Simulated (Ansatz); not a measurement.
Species: C4H7NSi, SMILES `N#C/C=C\C[SiH3]` (charge 0, multiplicity 1), formula C₄H₇NSi.

Task: How many basis functions does frozen-core CCSD(T)/cc-pVTZ // B3LYP-D3(BJ)/def2-TZVP run with Ansatz (a quantum-chemistry and plane-wave program) use, how many core orbitals are frozen, and how many electrons are correlated?

Result: 282 basis functions and 10 frozen orbitals, which leaves 32 correlated electrons. Core time is of the order of minutes.
